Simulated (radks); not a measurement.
Task: Co17+, configuration [Ne]. Method: Dirac Kohn-Sham, LB94 model potential, spin-unpolarised, spherical densities, finite nucleus; Fermi nuclear charge, rms radius 3.7875 fm; computed with a radial shooting solver on a logarithmic mesh with Libxc functionals.

Spin-orbit splittings of the eigenvalues, e(l+1/2) - e(l-1/2), with zeta = 2 splitting/(2l+1) and mean radii in bohr:

shell  occ.  splitting (eV)  zeta (eV)  <r> j=l-1/2  <r> j=l+1/2
2p        6               ?          ?       0.2182       0.2212
3p        0           3.737      2.491       0.6046       0.6090

Estimate the 2p splitting.

Result: 15.62 eV (zeta = 10.42 eV).
